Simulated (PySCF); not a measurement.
**Radial density of Sb (antimony, neutral)**

PBEsol, [Kr] 4d10 5s2 5p2 6s1, 6s spin antiparallel (an excited configuration). Computed with PySCF 2.14 in aug-cc-pwCVDZ-PP with ECP28MDF (6s5p4d1f, 48 functions), with scalar relativity through the core potential. This is the valence pseudo-density: the core potential removes the inner electrons and smooths the orbitals near the nucleus.

```
r (bohr)  4πr²ρ (e/bohr)  4πr²(ρα − ρβ)
 0.00494       1.413e-05         0.0000
 0.00830       3.910e-05         0.0000
  0.0140       0.0001039         0.0000
  0.0235       0.0002480         0.0000
  0.0395       0.0004662         0.0000
  0.0665       0.0008370         0.0000
   0.112        0.005479         0.0000
   0.188         0.06975         0.0002
   0.316           1.185         0.0060
   0.532           13.73         0.1005
   0.895           22.20         0.0188
    1.51           5.970         0.3766
    2.53           1.881         0.9078
    4.26          0.4076         0.0252
    7.16          0.1625        -0.1548
    12.1        0.001095        -0.0011
```

Energies and moments cover only the electrons outside the core potential. The outer electron is Rydberg-like, and this basis confines it to a smaller radius and binds it less than a complete one would. With the s spin flipped the determinant is a mixture of two multiplicities, not a spectroscopic state.
